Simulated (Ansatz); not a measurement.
Reaction (substitution at a C–Sn bond): `[CH3][SnH]([OH])[AlH2]` + `O[SiH](F)[O][GeH3]` → `CO[SiH](F)[O][GeH3]` + `[OH][SnH2][AlH2]`

Isolated molecules relaxed with PBE0-D4/def2-TZVP in Ansatz; ΔE leaves out vibrations. CCSD(T)/CBS adds triple-zeta CCSD(T) − MP2 to the extrapolated MP2 energy (def2 sets, frozen cores). def2 core potentials past Kr. For Ge, Sn outer-core shells are correlated without core-valence functions, which leaves a few kJ/mol of doubt a bond. Scalar relativity is left out up to krypton. One conformer a species, not always the lowest.

| species | SCS-MP2/def2-TZVPP energy (Eh) |
| --- | --- |
| `[CH3][SnH]([OH])[AlH2]` | -572.94850 |
| `O[SiH](F)[O][GeH3]` | -2617.78777 |
| `CO[SiH](F)[O][GeH3]` | -2656.99008 |
| `[OH][SnH2][AlH2]` | -533.71260 |

Work out ΔE.

ΔE = (-2656.99008) + (-533.71260) − (-572.94850) − (-2617.78777) = 0.03359 Eh = +0.91 eV. CCSD(T)/CBS gives +0.95 eV.

Largest T1 diagnostic among the species: 0.014.

In def2-TZVPP, CCSD(T) changes the Hartree–Fock value by +0.19 eV (the triples alone add +0.02 eV) and MP2 by +0.30 eV.
